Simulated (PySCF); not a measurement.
Compound: C6H14BP.
Z-matrix (Å and degrees, PBE0-D3(BJ)/def2-SVP geometry), rows numbered from 1:
```
C 
C   1  1.5253
C   2  1.5334  1  111.96
C   3  1.5393  2  105.08  1   -81.49
C   4  1.5455  3  105.85  2   -23.02
C   2  1.5395  1  112.95  3  -114.02
B   6  1.5594  2  122.36  1   -57.95
P   7  1.8874  6  125.15  2   -13.58
H   1  1.1018  2  111.63  3    57.47
H   1  1.1009  2  110.87  3   -62.24
H   1  1.1011  2  111.86  3   177.65
H   2  1.1032  1  108.58  3   122.72
H   3  1.1024  2  109.03  1   160.63
H   3  1.1013  2  112.93  1    42.01
H   4  1.1008  3  110.82  2    96.94
H   4  1.1002  3  111.38  2  -145.11
H   5  1.1000  4  112.98  3  -124.46
H   5  1.1011  4  110.54  3   116.90
H   6  1.1183  2  106.18  1  -168.31
H   7  1.2127  6  119.26  2   163.75
H   8  1.4206  7  101.68  6  -137.54
H   8  1.4218  7  103.14  6   -35.38
```

Theory: PySCF 2.14.0, PBE0-D3(BJ)/def2-SVP geometry optimisation, gas phase.

Masses are those of the commonest isotopes; rigid-rotor values at the optimised geometry. The values belong to one conformer with, in the numbering `[CH3:1][C@@H:2]1[CH2:3][CH2:4][CH2:5][C@@H:6]1[BH:7][PH2:8]`, C5–C6–B7–P8 -145°, C6–B7–P8–H -138° and -35°, C1–C2–C3–C4 -81°, C2–C3–C4–C5 -23°, C3–C4–C5–C6 -2°, C4–C5–C6–B7 166°.

What are A, B and C (MHz)?

Ia = 157.19, Ib = 517.49, Ic = 597.81 u·Å²; 505379 MHz·u·Å²/I gives A = 3215, B = 976.6, C = 845.4 MHz.

What kind of rotor is it?

An asymmetric top: κ = (2 × 976.6 − 3215 − 845.4)/(3215 − 845.4) = -0.89.

What does the inertial defect say?

Not planar: Δ = Ic − Ia − Ib = -76.86 u·Å². For a rigid frame Δ = −2 Σ m c², so Σ m c² = 38.43 u·Å² lies off the ab plane: 17.26 from hydrogen and 21.17 from heavier atoms. The atom farthest from that plane is 1.78 Å away.

List the rotational levels J(Ka,Kc) to J = 2 (MHz).

Above 0(0,0):
J = 1: 1(0,1) 1822, 1(1,1) 4061, 1(1,0) 4192
J = 2: 2(0,2) 5460, 2(1,2) 7573, 2(1,1) 7967, 2(2,1) 14683, 2(2,0) 14688
Those of J = 1 are B + C, A + C and A + B.

Which lines would a microwave search look for?

The dipole components are |μa| = 0.68 D, |μb| = 0.09 D, |μc| = 0.97 D. The squared components, which scale the intensities, stand as 0.49 : 0.01 : 1.00 (a : b : c). Some lines, for components of 0.1 D or more:

```tsv
type	branch	J(Ka,Kc)	MHz	lower level (cm⁻¹)
a	Q	2(1,1) ← 2(1,2)	394	0.253
a	R	1(0,1) ← 0(0,0)	1822	0.000
c	Q	2(1,2) ← 2(0,2)	2113	0.182
c	Q	1(1,1) ← 1(0,1)	2239	0.061
a	R	2(1,2) ← 1(1,1)	3513	0.135
a	R	2(0,2) ← 1(0,1)	3638	0.061
a	R	2(1,1) ← 1(1,0)	3775	0.140
c	R	1(1,0) ← 0(0,0)	4192	0.000
c	R	2(1,1) ← 1(0,1)	6145	0.061
c	Q	2(2,1) ← 2(1,1)	6716	0.266
c	R	2(2,0) ← 1(1,0)	10496	0.140
c	R	2(2,1) ← 1(1,1)	10622	0.135
```

Not checked by PBE0-D3(BJ)/def2-SVP frequencies. These are rigid-rotor constants of the computed structure; measured ground-state constants (B0) also hold zero-point vibration. A rigid rotor knows nothing of internal rotation, which can split or shift real lines. Quadrupole hyperfine structure (11B) is left out.
